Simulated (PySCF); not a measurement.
What settings do to a single point of [Yb(H2O)2]3+

The sound run of [Yb(H2O)2]3+ (singlet in the valence; each metal's 4f electrons, 13 of them, lie in its core potential, out of spins and levels) uses PySCF 2.14.0, RKS B3LYP, Yb lcecp-1-SVP with ECP59, O def2-SVP, H def2-SVP; non-relativistic Hamiltonian with scalar-relativistic core potentials where named; density fitting; no spin-orbit coupling, grid (50, 194), threshold 1e-8 Eh and 55 cycles, at the relaxed geometry:

```xyz
7

Yb   -1.0335   -0.3193   -0.0127
O     0.1504   -0.0047    1.7729
H     1.0162    0.4822    1.8762
H    -0.0498   -0.2992    2.7074
O     0.1670    0.0860   -1.7704
H     1.0737   -0.2602   -2.0095
H    -0.0708    0.6463   -2.5639
```

There Yb1 has a Mulliken charge of 2.16 e and the dipole about the centre of mass is 3.55 D. Each run below changes one thing and starts from free metal ions and neutral atoms unless it says otherwise; with 55 cycles, smearing, a level shift and second-order steps follow where DIIS fails, and their cycles count. Energy shifts count from the sound run. On f atoms grids over 110 angular points are at least (60, 302).

| change | outcome | cycles | energy shift (eV) | largest force component (eV/Å) | charge on Yb1 (e) | dipole about the centre of mass (D) |
| --- | --- | --- | --- | --- | --- | --- |
| all coordinates × 1.12 | converged | 11 | 1.65 | 3.36 | 2.23 | 3.73 |
| charge changed by +1, spin kept, limit 71 cycles | refused | – | – | – | – | – |
| start from a density of up to 30 smeared cycles (not counted) | converged | 6 | 0.0000 | 0.02 | 2.16 | 3.55 |
| threshold 1e-05 | converged | 8 | 0.0000 | 0.02 | 2.16 | 3.55 |

Q: How does the run with this change end: grid (15, 26)?

A: outcome converged, cycles 10, energy shift (eV) 0.36, largest force component (eV/Å) 3.00, charge on Yb1 (e) 2.18, dipole about the centre of mass (D) 3.50.

Unsound on purpose, so not properties of the compound: grid (15, 26).

Forces carry noise of the integration grid, about 0.01 to 0.03 eV/Å.

An lcecp potential fixes the number of 4f electrons, so in runs with it no electron can move into or out of that shell.
